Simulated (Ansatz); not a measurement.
# Counterpoise correction, worked out

The pair of HF (SMILES F, atoms 1–2) and Br2 (SMILES BrBr, atoms 3–4), both closed shells, in one local arrangement (a lower one may exist), relaxed at PBE0-D4/def2-TZVP:

F1  (-0.240, -0.144, -2.003)
H2  (-0.030, 0.160, -1.153)
Br3  (-0.244, -0.967, 2.066)
Br4  (0.515, 0.951, 1.091)
(Å)

Ansatz 0.2.0; basis: def2-TZVPPD; cores frozen in the correlated methods. Filled d shells of the heavier atoms are correlated. The def2 sets are not built for correlating such inner shells, so the correlated values are less sure here.

MP2 total energies in eV:

| system | geometry | basis functions | energy |
| --- | --- | --- | --- |
| pair | pair | all | -142743.19827 |
| HF | as in the pair | all (partner as ghosts) | -2730.37839 |
| Br2 | as in the pair | all (partner as ghosts) | -140012.74800 |
| HF | as in the pair | its own | -2730.37292 |
| Br2 | as in the pair | its own | -140012.71326 |
| HF | free (PBE0-D4 minimum) | its own | -2730.37406 |
| Br2 | free (PBE0-D4 minimum) | its own | -140012.71326 |

(1) Work out the interaction energy with and without the counterpoise correction, the superposition error, and the binding energy from the relaxed fragments.

T1 diagnostic: at most 0.011.

Results:

(1) Without correction: -142743.19827 − (-2730.37292) − (-140012.71326) = -0.11209 eV.
With correction (each fragment in the whole basis): -142743.19827 − (-2730.37839) − (-140012.74800) = -0.07188 eV = -1.66 kcal/mol.
The superposition error is the difference, 0.04021 eV, 36 % of the uncorrected value: each fragment borrows its partner's functions.
Deformation from the free shapes: 0.00114 eV for HF and 0.00000 eV for Br2.
Binding energy from relaxed fragments: -0.07188 + 0.00114 + 0.00000 = -0.07074 eV = -1.63 kcal/mol (electronic, without zero-point energy; negative means bound). For comparison, the corrected interaction energy by CCSD(T) at an estimated basis limit (MP2 extrapolated from triple and quadruple zeta, plus CCSD(T) − MP2 in triple zeta) is -0.087 eV.

For scale, one of the runs: CCSD(T)/def2-TZVPPD, 171 basis functions, launched by `ansatz run in.yaml --threads 4 --pin off --events-out ev --progress --plain --max-ram 9574MiB`. Hardware: 4 CPU threads of an Intel Xeon Platinum 8488C, shared host. Wall time 28 s; peak host memory 1.6 GiB.
